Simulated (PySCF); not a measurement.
Computed shifts of a molecule C₃H₁₀OSi₂, PBE/pcSseg-1 in PySCF, GIAO, gas phase, atoms alike by connectivity averaged where their shifts nearly agree, in ppm (number of nuclei): ¹³C: 250.4 (1), -2.8 (1), -4.3 (1). ²⁹Si: -28.7 (1), -112.6 (1). ¹H: 12.88 (1), 3.70 (3), 0.86 (3), 0.59 (3). References: ¹³C against TMS (σ = 182.0 ppm); ²⁹Si against TMS (σ = 335.4 ppm); ¹⁷O against H2O (σ = 334.3 ppm); ¹H against TMS (σ = 31.49 ppm), references at their B3LYP-D3(BJ)/def2-TZVP geometries, non-relativistic. Geometry optimised at B3LYP-D3(BJ)/def2-SVP. The values are those of a single conformer.

Task: Identify the compound among the candidates.
A. C[Si](C)([SiH3])C=O
B. O[SiH2]C/C=C/[SiH3]
C. C[Si@@H]1CO[Si@@H]1C
D. COC1[SiH2]C[SiH2]1

Result: A, C[Si](C)([SiH3])C=O
